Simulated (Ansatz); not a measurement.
Consider the hydrogenolysis of a C–Si bond: `N[SiH2]CBS` + H₂ → `CBS` + `N[SiH3]`.

Calculated with Ansatz (gas phase, PBE0-D4/def2-TZVP geometries, no zero-point term in ΔE). CCSD(T)/CBS is the MP2 limit (def2-TZVPP, def2-QZVPP) plus CCSD(T) − MP2 in def2-TZVPP, frozen cores. This one scheme is used for every species. DFT in def2-TZVPP. B3LYP here is the variant with VWN-RPA as its local correlation; programs differ in this. Each species was taken in one conformer, which may not be the lowest.

```tsv
level	ΔE (kJ/mol)	difference from CCSD(T)/CBS
PBE-D4	5.6	4.0
r2SCAN-D4	3.9	2.3
PBE0-D4	1.8	0.2
B3LYP-D4	-1.0	-2.6
ωB97X-V	-3.3	-4.9
ωB97M-V	0.7	-0.9
B2PLYP	-10.0	-11.6
PBE	-5.8	-7.4
r2SCAN	0.7	-0.9
PBE0	-8.4	-10.0
B3LYP	-19.1	-20.7
HF/def2-TZVPP	-35.9	-37.5
MP2/def2-TZVPP	6.7	5.1
SCS-MP2/def2-TZVPP	-3.2	-4.8
CCSD/def2-TZVPP	-7.6	-9.2
CCSD(T)/def2-TZVPP	-1.0	-2.6
HF/def2-QZVPP	-36.0	-37.6
MP2/def2-QZVPP	8.2	6.6
SCS-MP2/def2-QZVPP	-1.9	-3.5
HF/CBS(def2)	-36.0	-37.6
MP2/CBS(def2)	9.3	7.7
CCSD/CBS(def2)	-5.1	-6.7
CCSD(T)/CBS	1.6	0
```

Largest T1 diagnostic among the species: 0.013.

The D4 term adds +18.1 kJ/mol with B3LYP and +10.2 kJ/mol with PBE0; it sums over pairs of atoms, weighted by their polarisabilities, and B3LYP, whose exchange is more repulsive, gets the larger term. In def2-TZVPP, CCSD(T) changes the Hartree–Fock value by +34.9 kJ/mol (the triples alone add +6.7 kJ/mol) and MP2 by +42.6 kJ/mol.
